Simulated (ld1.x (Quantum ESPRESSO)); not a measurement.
**Sn (Z = 50), TM: configuration errors across variants**

Sn (Z = 50), norm-conserving Troullier–Martins (Kleinman–Bylander form), made with ld1.x (Quantum ESPRESSO) 7.5 (PBE, fully relativistic). Core [Kr] 4d10, reference 5s1 5p3. Waves: 5s (bound): rc 1.70 bohr; 5p (bound): rc 2.65 bohr; 5d channel at 0.05 Ry: rc 2.60 bohr. Local part: the d channel. Core correction: a·sin(br)/r model core, default radius (core density twice the valence density).

Open shells are filled in proportion to 2j + 1 (rel_dist='average').

All-electron excitation energies from the reference (eV): (1) 5s2 5p2 -6.959; (2) 5s2 5p1 -0.072; (3) 5s2 5p0 13.899; (4) 5s2 5p2.3 -7.812; (5) 5s2 5p1.5 -4.338; (6) 5s1 5p2 7.557; (7) 5s1 5p0 44.869.

3 further variants failed, have other tests or another functional or relativity, and are left out.

A true bound ghost makes a file unfit for plane-wave use even where its test errors are small: the radial tests pick states by their node count and pass the ghost by.

Errors AE − PS in meV (a dash: test not solved or not reliable):

| change | (1) | (2) | (3) | (4) | (5) | (6) | (7) | bound ghosts |
| --- | --- | --- | --- | --- | --- | --- | --- | --- |
| base | -22 | -9.1 | -41 | -28 | -13 | -18 | -257 | s, p3/2, p1/2 |
| wave 5d channel at 0.05 Ry: rc 2.60 bohr becomes 5d channel at 0.94 Ry: rc 2.60 bohr | -4.9 | -5.0 | -47 | +3.6 | -12 | +45 | -281 | s |
| local potential all-electron potential smoothed inside 1.70 bohr (lloc = -1) | -16 | -8.3 | -31 | -17 | -12 | -3.6 | -224 | s |

(1) Give the same row for: wave 5s (bound): rc 1.70 bohr becomes 5s (bound): rc 1.32 bohr.

Answers

(1) -23, -7.8, -37, -30, -13, -18, -260; bound ghosts: s, p3/2, p1/2.
